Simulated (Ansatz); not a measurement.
Reaction (substitution at a C–B bond): `CB(N)C=[Se]` + CH₃NH₂ → `CNC=[Se]` + `CBN`

Calculated with Ansatz (gas phase, PBE0-D4/def2-TZVP geometries, no zero-point term in ΔE). CCSD(T)/CBS adds triple-zeta CCSD(T) − MP2 to the extrapolated MP2 energy (def2 sets, frozen cores). Functionals use def2-TZVPP. For Se outer-core shells are correlated without core-valence functions, which leaves a few kJ/mol of doubt a bond. Scalar relativity is left out up to krypton. One conformer a species, not always the lowest.

```
             level  ΔE (kcal/mol)  difference from CCSD(T)/CBS
            PBE-D4          -11.8                         -4.8
           PBE0-D4          -11.6                         -4.6
           ωB97M-V          -10.2                         -3.2
              PBE0          -11.9                         -4.9
     HF/def2-TZVPP          -11.3                         -4.3
    MP2/def2-TZVPP           -8.0                         -1.0
   CCSD/def2-TZVPP           -7.0                          0.0
     HF/def2-QZVPP          -11.3                         -4.3
SCS-MP2/def2-QZVPP           -7.3                         -0.3
    CCSD/CBS(def2)           -7.2                         -0.2
       CCSD(T)/CBS           -7.0                            0
```

Largest T1 diagnostic among the species: 0.016.

In def2-TZVPP, CCSD(T) changes the Hartree–Fock value by +4.4 kcal/mol (the triples alone add +0.1 kcal/mol) and MP2 by +3.3 kcal/mol.
